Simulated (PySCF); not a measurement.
Species: C6H5ClO2S.
SMILES with atom numbers: `[O:1]=[S:2](=[O:3])([Cl:4])[c:5]1[cH:6][cH:7][cH:8][cH:9][cH:10]1` (hydrogens: H11 on C6; H12 on C7; H13 on C8; H14 on C9; H15 on C10)

Level of theory: PBE0-D3(BJ)/def2-SVP geometry optimisation, gas phase (PySCF 2.14.0).

Task: Give the optimised bond lengths and angles.

Result: 
```csv
bond,length (bohr)
"O1=S2, S2=O3",2.734
S2–Cl4,3.966
S2–C5,3.339
"C5–C6, C5–C10",2.632
"C6–C7, C9–C10",2.630
"C7–C8, C8–C9",2.637
"C6–H11, C10–H15",2.063
"C7–H12, C9–H14",2.063
C8–H13,2.064
```

Bonds in one row agree within 0.02 bohr and their mean is given. A selection of angles:
```csv
angle,degrees
O1–S2–O3,122.5
O1–S2–Cl4,106.3
O1–S2–C5,109.7
O3–S2–Cl4,106.6
Cl4–S2–C5,99.7
S2–C5–C6,118.7
C6–C5–C10,122.7
C5–C6–C7,118.2
C6–C7–C8,120.1
C7–C8–C9,120.6
```

Dihedral angles: O1–S2–C5–C6 21° (synperiplanar).

S2 (sulfonyl sulfur) is distorted tetrahedral (angles from 99.7° to 122.5°). Of the pairs four or more bonds apart, O3···H15 is among the closest relative to their van der Waals radii: 2.56 Å, 94 % of the sum of Bondi's values. The 6-membered ring C5–C6–C7–C8–C9–C10 has internal angles of 118.2° to 122.7°; it is planar, 0.00 Å rms from its mean plane, widest ring torsion 0°. All 6 C–C bonds measure 1.392 to 1.396 Å.

Point group: Cs (tolerance 0.08 Å). No frequency check. One conformer, not necessarily the lowest.
